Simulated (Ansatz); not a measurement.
Start from `CO[SiH](F)O[SiH3]` and change one atom or group to get `CO[SiH](F)[O][GeH3]`.

Ansatz, PBE0-D4/def2-TZVP geometries, multiplicity 1. Each molecule was computed in one conformer, which needn't be the lowest.

Scalar relativity is left out up to krypton.

```
                                      property  `CO[SiH](F)O[SiH3]`
         LUMO energy (ωB97M-V/def2-TZVPP) / eV                 1.90
           HOMO energy (B3LYP/def2-TZVPP) / eV                -8.55
size of the dipole moment (PBE/def2-TZVPP) / D                 1.46
         HOMO energy (ωB97M-V/def2-TZVPP) / eV               -11.22
            HOMO energy (PBE0/def2-TZVPP) / eV                -8.79
           HOMO–LUMO gap (PBE/def2-TZVPP) / eV                 6.50
```

Problem. What does the change do to each property? (Estimate.)

Solution. Computed: 
| property | `CO[SiH](F)[O][GeH3]` | shift |
| --- | --- | --- |
| LUMO energy (ωB97M-V/def2-TZVPP) / eV | 1.94 | 0.04 |
| HOMO energy (B3LYP/def2-TZVPP) / eV | -8.39 | 0.16 |
| size of the dipole moment (PBE/def2-TZVPP) / D | 1.67 | 0.21 |
| HOMO energy (ωB97M-V/def2-TZVPP) / eV | -11.05 | 0.17 |
| HOMO energy (PBE0/def2-TZVPP) / eV | -8.63 | 0.16 |
| HOMO–LUMO gap (PBE/def2-TZVPP) / eV | 6.25 | -0.25 |

With PBE0 the HOMO rises by 0.16 eV and the LUMO falls by 0.08 eV, so the gap narrows by about 0.24 eV. PBE moves the HOMO by 0.16 eV and ωB97M-V by 0.17 eV. Dipoles are sizes alone; their direction can turn.

B3LYP here is the variant with VWN-RPA as its local correlation; programs differ in this.
